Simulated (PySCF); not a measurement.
# Ionisation energy of Re⁴⁹⁺ by level of theory

Re⁴⁹⁺ [Ar] 3d8 [3d3/2^4 3d5/2^4, M_J = 4] → Re⁵⁰⁺ [Ar] 3d7 [3d3/2^4 3d5/2^3, M_J = 9/2], as a difference of total energies. Computed with PySCF 2.14 in an even-tempered Gaussian basis (15 s from 13 bohr⁻², ratio 2.8; 13 p from 16 bohr⁻², ratio 2.8; 8 d from 16 bohr⁻², ratio 2.8; 3 f from 60 bohr⁻², ratio 3), with the two-component X2C-1e Hamiltonian. Correlated levels: [Ne] frozen; the 78 highest virtual spinors dropped. "Screened" scales the spin-orbit matrix elements by Boettger's factors to mimic the two-electron term; Breit and QED terms are absent.

```tsv
method	ionisation energy (eV)
GHF (spin-free)	4496.4
GMP2 (spin-free)	4497.6
GHF (screened spin-orbit)	4469.5
GMP2 (screened spin-orbit)	4470.6
```

Breit and QED terms and the two-electron picture change are absent.

The spin-free rows relax to the high-spin LS determinant and lack the spin-orbit shift.

The labels give the starting determinants; with spin-orbit coupling the two ends relaxed to ⟨J²⟩ = 20.00, ⟨L²⟩ = 13.14, ⟨S²⟩ = 1.80 and ⟨J²⟩ = 24.75, ⟨L²⟩ = 16.00, ⟨S²⟩ = 2.54.

For comparison: 4468 ± 4 eV (theoretical estimate listed by NIST; NIST Atomic Spectra Database, ionization energies).
